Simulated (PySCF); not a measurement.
Cartesian coordinates in Å; atom numbers follow the order of the lines, from 1:
```xyz
16

N    -3.233    1.299    0.353
C    -2.596    0.369    0.166
C    -1.769   -0.791   -0.050
C    -0.360   -0.573    0.516
C     0.359    0.574   -0.193
C     1.768    0.791    0.374
C     2.596   -0.367    0.156
N     3.235   -1.296   -0.034
H    -1.721   -0.989   -1.125
H    -2.245   -1.647    0.437
H     0.214   -1.495    0.398
H    -0.432   -0.354    1.585
H    -0.215    1.496   -0.074
H     0.430    0.356   -1.262
H     2.243    1.648   -0.112
H     1.719    0.988    1.449
```

Geometry: GFN2-xTB; GIAO absolute shieldings from PySCF, gas phase, non-relativistic, averaged over equivalent atoms.

At PBE0/pcSseg-1 (176 basis functions, 21 s wall time on 1 thread of an Arm Neoverse V2, shared host):
```json
{"atoms": "N1/N8", "σ (ppm)": "-33.6"}
{"atoms": "C2/C7", "σ (ppm)": "62.9"}
{"atoms": "C4/C5", "σ (ppm)": "157.3"}
{"atoms": "C3/C6", "σ (ppm)": "168.9"}
{"atoms": "H9/H10/H15/H16", "σ (ppm)": "29.36"}
{"atoms": "H11/H12/H13/H14", "σ (ppm)": "29.91"}
```

Predict the values at PBE0/IGLO-II on the same geometry.

## Answers


| atoms | σ at PBE0/IGLO-II | change |
| --- | --- | --- |
| N1/N8 | -25.9 | +7.7 |
| C2/C7 | 66.8 | +3.9 |
| C4/C5 | 159.2 | +1.9 |
| C3/C6 | 171.2 | +2.3 |
| H9/H10/H15/H16 | 29.81 | +0.45 |
| H11/H12/H13/H14 | 30.22 | +0.31 |

The largest change is at N1/N8 (nitrile nitrogen). Cost: 224 basis functions, roughly 80 core-seconds. The order of the carbon signals is the same at both levels.
